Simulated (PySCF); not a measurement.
Correlation energy of Cr (chromium, neutral)

[Ar] 3d4 4s1 4p1, one real determinant (an excited configuration). Computed with PySCF 2.14 in x2c-TZVPPall with one added diffuse shell each of s, p, d, f type (7s6p5d3f1g, 80 functions), with scalar relativity by spin-free X2C-1e. Frozen: [Ar]; 6 electrons correlated.

```tsv
level	correlation energy (mhartree)
CCSD	-67.40
(T)	-1.19
CCSD(T)	-68.59
```

Diagnostics: T1 = 0.078, D1 = 0.2658, largest double amplitude 0.027.

**Question.** Is a single reference adequate?

**Answer.** Largely. T1 is above 0.03 while the doubles stay small, so the singles mainly relax the orbitals.

The reference is one real determinant that mixes LS terms of this configuration.
